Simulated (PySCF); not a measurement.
Shapes and spin states of [Sn2Cl]+

Computed with PBE0/[Cl def2-SVP, Sn def2-SVP with ECP28], scalar-relativistic core potentials, density fitting, no spin–orbit coupling, PySCF.

Relaxations began from a few typed shapes and spin states; open shells are unrestricted. The search is not exhaustive: other isomers or separated fragments can lie lower, and high-lying points may rest on an excited occupation.

| spin | group | bonds | angles | imaginary modes (cm⁻¹) | ΔE (kJ/mol) | ΔE with ZPE (kJ/mol) |
| --- | --- | --- | --- | --- | --- | --- |
| broken-symmetry Ms = 0 | C2v | Cl–Sn 2.575 Å (×2), Sn–Sn 3.016 Å | Cl–Sn–Sn 54.2° (×2), Sn–Cl–Sn 71.7° | none | 0.0 | 0.0 |
| singlet (closed shell, unstable to spin polarisation) | C2v | Cl–Sn 2.572 Å (×2), Sn–Sn 3.025 Å | Cl–Sn–Sn 54.0° (×2), Sn–Cl–Sn 72.0° | none | 0.6 | 0.6 |
| triplet | C2v | Cl–Sn 2.595 Å (×2) | Sn–Cl–Sn 127.6° | none | 91.8 | 90.9 |
| triplet | D∞h | Cl–Sn 2.575 Å (×2) | Sn–Cl–Sn 180.0° | 28i, 28i | 97.0 | – |

The lowest minimum found is the broken-symmetry Ms = 0 C2v: Cl–Sn 2.575 Å (×2), Sn–Sn 3.016 Å; Cl–Sn–Sn 54.2° (×2), Sn–Cl–Sn 71.7°.

For the lowest minimum: the spin densities have lower symmetry than the nuclear frame.

The electron or spin density has lower symmetry than the nuclear frame for the triplet D∞h at 97.0 kJ/mol.
